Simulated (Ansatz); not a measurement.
```yaml
crystal:
  periodic: [false, false, false]
  atoms:
    - {symbol: Si, position_ang: [-0.822202, -0.193055, -1.015485]}
    - {symbol: Si, position_ang: [-1.297332, -0.645421, 1.172604]}
    - {symbol: Si, position_ang: [0.823024, 0.192548, 1.016037]}
    - {symbol: Si, position_ang: [1.296520, 0.645928, -1.173165]}
basis:
  gaussian: {orbitals: "6-31G*", point_charges: [{charge: 1.00, position_ang: [6.048, 0.538, 0.055]}]}
hamiltonian: {xc: {name: SPW92}}
scf: {lower_state_search: full}
```

```sh
$ ansatz run in.yaml --threads 4 --pin off --events-out ev --progress --plain --max-ram 3916MiB
```

Shortened log:

```
Functional definition: SPW92
792 factors; their error is unknown
mean field evaluation 1: about -31378.3942 eV, gradient 2.5e1 eV
mean field evaluation 2: about -31362.7146 eV, gradient 6.1e1 eV
mean field evaluation 4: about -31381.1265 eV, gradient 4.1e0 eV
mean field evaluation 8: about -31381.2013 eV, gradient 7.0e-2 eV
mean field evaluation 16: about -31381.0813 eV, gradient 4.8e-5 eV
mean field -31381.08130892 eV, -1153.2334672419 hartree, gradient 4.8e-5 eV, S^2 0.000000; 2 other end points of the search recorded, 0 dependent functions left out
reference -31381.08133687 eV, -1153.2334682690 hartree; 28, 28 occupied and 48, 48 virtual orbitals, 792 factors
Total energy: -31381.08133687 eV, -1153.2334682690 hartree
```

Run time 0.8 s (4 threads of Arm Neoverse N1 on a shared host).

The 6-31G sets use Cartesian d functions.
